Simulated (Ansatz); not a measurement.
Ansatz (an electronic-structure program) input file for Ta(O)(F)(NH2)2 (FH4N2OTa), SMILES [Ta]([F])(=[O])([NH2])[NH2], multiplicity 1, PBE-D3(BJ)/def2-SVP. 

Ansatz 0.2 input:
```yaml
crystal:
  periodic: [false, false, false]
  atoms:
    - {symbol: Ta, position_ang: [0.03332156, -0.02496566, -0.00000000]}
    - {symbol: O, position_ang: [1.74182581, 0.15696861, -0.00000001]}
    - {symbol: F, position_ang: [-0.52143741, -1.84730314, 0.00000002]}
    - {symbol: N, position_ang: [-0.60690180, 0.88760829, -1.63476540]}
    - {symbol: H, position_ang: [-1.58086159, 1.02244210, -1.89620137]}
    - {symbol: H, position_ang: [-0.00789771, 1.36053625, -2.30626175]}
    - {symbol: N, position_ang: [-0.60690179, 0.88760831, 1.63476540]}
    - {symbol: H, position_ang: [-0.00789768, 1.36053630, 2.30626172]}
    - {symbol: H, position_ang: [-1.58086157, 1.02244213, 1.89620137]}
basis:
  gaussian:
    orbitals: def2-SVP
hamiltonian:
  xc: pbe
  dispersion: d3bj
relax: {f_tol: 0.002, max_steps: 200}
```

Output:

```
WARN ansatz: RAYON_NUM_THREADS=1 ignored (pool sized by the plan → 1); use --threads N
Functional definition: PBE
integrals: 0.05 GiB planned
1171 factors; their error is unknown
mean field: 0.30 GiB planned
mean field evaluation 1: about -9329.4106 eV, gradient 1.1e2 eV
mean field evaluation 2: about -9098.5634 eV, gradient 3.1e2 eV
mean field evaluation 4: about -9350.5629 eV, gradient 4.1e1 eV
mean field evaluation 8: about -9353.5785 eV, gradient 2.0e0 eV
mean field evaluation 16: about -9353.5272 eV, gradient 1.7e-3 eV
mean field -9353.52718067 eV, -343.7357838410 hartree, gradient 4.9e-5 eV, S^2 0.000000; 0 other end points of the search recorded, 0 dependent functions left out
the calculation of the forces begins
reference -9353.52724487 eV, -343.7357862003 hartree; 24, 24 occupied and 84, 84 virtual orbitals, 1171 factors
relax step   1: F+E_penalty+E_count = -9353.69269003 eV  Δ(F+E_penalty+E_count) = +0.000e0 eV  max|allowed force component| = 1.103e0 eV/Å  Δτ_max = 0.0000 Å  (32 SCF iters, accepted)
these checks for a lower state are left out or cut short: starts, cluster_reference, orbital_swaps, neighbouring_geometries, increment
integrals: 0.05 GiB planned
1171 factors; their error is unknown
mean field: 0.30 GiB planned
mean field -9353.55210442 eV, -343.7366997722 hartree, gradient 2.1e-5 eV, S^2 0.000000; 0 other end points of the search recorded, 0 dependent functions left out
the calculation of the forces begins
reference -9353.55216870 eV, -343.7367021342 hartree; 24, 24 occupied and 84, 84 virtual orbitals, 1171 factors
relax step   2: F+E_penalty+E_count = -9353.71640795 eV  Δ(F+E_penalty+E_count) = -2.372e-2 eV  max|allowed force component| = 1.590e-1 eV/Å  Δτ_max = 0.0244 Å  (31 SCF iters, accepted)
these checks for a lower state are left out or cut short: starts, cluster_reference, orbital_swaps, neighbouring_geometries, increment
integrals: 0.05 GiB planned
1171 factors; their error is unknown
mean field: 0.30 GiB planned
mean field evaluation 32: about -9353.6118 eV, gradient 5.2e-3 eV
mean field -9353.55278939 eV, -343.7367249443 hartree, gradient 1.6e-5 eV, S^2 0.000000; 0 other end points of the search recorded, 0 dependent functions left out
the calculation of the forces begins
reference -9353.55285367 eV, -343.7367273064 hartree; 24, 24 occupied and 84, 84 virtual orbitals, 1171 factors
relax step   3: F+E_penalty+E_count = -9353.71719127 eV  Δ(F+E_penalty+E_count) = -7.833e-4 eV  max|allowed force component| = 2.148e-2 eV/Å  Δτ_max = 0.0055 Å  (34 SCF iters, accepted)
these checks for a lower state are left out or cut short: starts, cluster_reference, orbital_swaps, neighbouring_geometries, increment
integrals: 0.05 GiB planned
1171 factors; their error is unknown
mean field: 0.30 GiB planned
mean field -9353.55278782 eV, -343.7367248865 hartree, gradient 1.6e-5 eV, S^2 0.000000; 0 other end points of the search recorded, 0 dependent functions left out
the calculation of the forces begins
reference -9353.55285209 eV, -343.7367272484 hartree; 24, 24 occupied and 84, 84 virtual orbitals, 1171 factors
relax step   4: F+E_penalty+E_count = -9353.71722142 eV  Δ(F+E_penalty+E_count) = -3.014e-5 eV  max|allowed force component| = 8.254e-3 eV/Å  Δτ_max = 0.0039 Å  (34 SCF iters, accepted)
these checks for a lower state are left out or cut short: starts, cluster_reference, orbital_swaps, neighbouring_geometries, increment
integrals: 0.05 GiB planned
1171 factors; their error is unknown
mean field: 0.30 GiB planned
mean field -9353.55280462 eV, -343.7367255038 hartree, gradient 1.6e-5 eV, S^2 0.000000; 0 other end points of the search recorded, 0 dependent functions left out
the calculation of the forces begins
reference -9353.55286888 eV, -343.7367278656 hartree; 24, 24 occupied and 84, 84 virtual orbitals, 1171 factors
relax step   5: F+E_penalty+E_count = -9353.71723177 eV  Δ(F+E_penalty+E_count) = -1.036e-5 eV  max|allowed force component| = 3.029e-3 eV/Å  Δτ_max = 0.0014 Å  (33 SCF iters, accepted)
these checks for a lower state are left out or cut short: starts, cluster_reference, orbital_swaps, neighbouring_geometries, increment
integrals: 0.05 GiB planned
1171 factors; their error is unknown
mean field: 0.30 GiB planned
mean field -9353.55280962 eV, -343.7367256876 hartree, gradient 4.6e-6 eV, S^2 0.000000; 0 other end points of the search recorded, 0 dependent functions left out
the calculation of the forces begins
reference -9353.55287388 eV, -343.7367280493 hartree; 24, 24 occupied and 84, 84 virtual orbitals, 1171 factors
relax step   6: F+E_penalty+E_count = -9353.71723340 eV  Δ(F+E_penalty+E_count) = -1.631e-6 eV  max|allowed force component| = 1.458e-3 eV/Å  Δτ_max = 0.0004 Å  (24 SCF iters, accepted)
integrals: 0.05 GiB planned
1171 factors; their error is unknown
mean field: 0.30 GiB planned
mean field evaluation 64: about -9329.2281 eV, gradient 1.1e2 eV
mean field -9353.55280962 eV, -343.7367256876 hartree, gradient 4.5e-6 eV, S^2 0.000000; 1 other end points of the search recorded, 0 dependent functions left out
the calculation of the forces begins
reference -9353.55287388 eV, -343.7367280493 hartree; 24, 24 occupied and 84, 84 virtual orbitals, 1171 factors
Total energy: -9353.71729767 eV, -343.7427705121 hartree
Atom 0 at     0.034106    -0.031640    -0.000000 Å, force     0.000256    -0.000933     0.000000 eV/Å
Atom 1 at     1.762275     0.153938    -0.000000 Å, force    -0.001138     0.000150    -0.000000 eV/Å
Atom 2 at    -0.523327    -1.866169     0.000000 Å, force     0.000023     0.000276    -0.000000 eV/Å
Atom 3 at    -0.607996     0.886825    -1.645982 Å, force     0.001458    -0.000232     0.000240 eV/Å
Atom 4 at    -1.590557     1.027867    -1.906167 Å, force    -0.000148     0.000228    -0.000183 eV/Å
Atom 5 at    -0.006780     1.370180    -2.321042 Å, force    -0.000881     0.000257    -0.000492 eV/Å
Atom 6 at    -0.607996     0.886825     1.645982 Å, force     0.001458    -0.000232    -0.000240 eV/Å
Atom 7 at    -0.006779     1.370180     2.321042 Å, force    -0.000881     0.000257     0.000492 eV/Å
Atom 8 at    -1.590557     1.027867     1.906167 Å, force    -0.000148     0.000228     0.000183 eV/Å
Dipole moment:    -0.704007     0.565860     0.000000 e Å
```

The calculation finished and met its thresholds.

Cost: roughly 19 core-seconds.
